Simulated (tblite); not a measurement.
Species: C8H5ClS.
Structure used (GFN2-xTB), in Å, numbered top down from 1:
```xyz
15
C8H5ClS angstrom
Cl     3.7381    2.3476   -0.4955
C      3.5781    1.2488    0.8314
C      2.4805    0.5545    1.0279
C      1.4115   -0.0818    1.1680
C      0.2926   -0.7708    1.3431
C     -0.8343   -0.6617    0.4752
C     -0.9864    0.1240   -0.6434
C     -2.2412   -0.0277   -1.2546
C     -3.0389   -0.9216   -0.6073
S     -2.2720   -1.6007    0.7683
H      4.4480    1.1920    1.4648
H      0.2124   -1.4530    2.1795
H     -0.2129    0.7808   -0.9980
H     -2.5434    0.5037   -2.1394
H     -4.0365   -1.2261   -0.8543
```

Computed with GFN2-xTB (tblite): harmonic, unscaled wavenumbers at the GFN2-xTB geometry, gas phase. The method is semi-empirical: single wavenumbers can be off by several per cent or more. One conformer, not necessarily the lowest.

Harmonic wavenumbers (cm⁻¹): 39.4, 42.0, 120.9, 121.2, 208.0, 252.8, 282.1, 341.5, 436.5, 450.0, 456.4, 541.0, 557.4, 667.7, 722.3, 729.3, 733.3, 782.7, 804.2, 812.2, 852.4, 853.5, 966.5, 1064.7, 1078.2, 1131.1, 1166.2, 1198.4, 1297.6, 1357.9, 1425.4, 1526.8, 1659.9, 2153.4, 3044.3, 3072.9, 3127.3, 3141.5, 3164.5.

A = 2776, B = 366.3, C = 323.6 MHz; mass 167.980 u (most abundant isotopes); point group Cs, symmetry number 1.

Question: What is the zero-point energy?

Answer: ½Σν̃ = 21192 cm⁻¹ = 253.51 kJ/mol.

Question: Give the ideal-gas entropy at 298.15 K and 1 bar in the rigid-rotor, harmonic-oscillator model (classical rotation).

Answer: Translation 172.76, rotation 130.78, vibration 122.27: S = 425.8 J/(mol K).

Question: And Cp and H(298.15 K) − H(0)?

Answer: Cp = 157.11 J/(mol K), of which vibrations give 123.86 (their classical limit is 39 R = 324.3); H(298.15 K) − H(0) = 28.58 kJ/mol without the zero-point energy, 18.66 from vibrations.

Question: Blend soft modes into free rotors: weight 1/[1 + (100 cm⁻¹/ν̃)⁴] for the oscillator and the rest for a rotor with moment μB/(μ + B), μ = h/(8π²ν), B = 10⁻⁴⁴ kg m². What vibrational entropy results?

Answer: 109.22 J/(mol K) in place of 122.27, which changes −T·S at 298.15 K by +3.89 kJ/mol.

Question: Which modes carry the vibrational entropy at 298.15 K?

Answer: 39.4 cm⁻¹: 22.13; 42.0 cm⁻¹: 21.60; 120.9 cm⁻¹: 12.91; 121.2 cm⁻¹: 12.89; 208.0 cm⁻¹: 8.62; 252.8 cm⁻¹: 7.16 J/(mol K); the other 33 give 36.95 together.

Question: How do the functions run with temperature in this model?

Answer: 
```json
{"T (K)": "50", "S (J/(mol K))": "261.7", "Cp (J/(mol K))": "56.0", "H − H(0) (kJ/mol)": "2.20", "G − H(0) (kJ/mol)": "-10.88", "ln q(vib)": "0.81"}
{"T (K)": "100", "S (J/(mol K))": "306.6", "Cp (J/(mol K))": "75.8", "H − H(0) (kJ/mol)": "5.50", "G − H(0) (kJ/mol)": "-25.16", "ln q(vib)": "2.12"}
{"T (K)": "373.15", "S (J/(mol K))": "464.0", "Cp (J/(mol K))": "183.8", "H − H(0) (kJ/mol)": "41.39", "G − H(0) (kJ/mol)": "-131.76", "ln q(vib)": "9.06"}
{"T (K)": "500", "S (J/(mol K))": "523.0", "Cp (J/(mol K))": "219.3", "H − H(0) (kJ/mol)": "67.08", "G − H(0) (kJ/mol)": "-194.44", "ln q(vib)": "12.20"}
{"T (K)": "750", "S (J/(mol K))": "621.2", "Cp (J/(mol K))": "263.7", "H − H(0) (kJ/mol)": "127.98", "G − H(0) (kJ/mol)": "-337.92", "ln q(vib)": "17.99"}
{"T (K)": "1000", "S (J/(mol K))": "701.0", "Cp (J/(mol K))": "290.2", "H − H(0) (kJ/mol)": "197.46", "G − H(0) (kJ/mol)": "-503.51", "ln q(vib)": "23.21"}
```

q(vib) and H(0) count from the zero-point level.

Hindered rotation and anharmonicity are outside this model. Other conformers, if any are populated, would add a mixing term that is left out.

On Arm Neoverse V1, one thread, shared host with 32 logical CPUs at a one-minute load of 27, this took 0.68 s. The figure is for the frequency step alone.
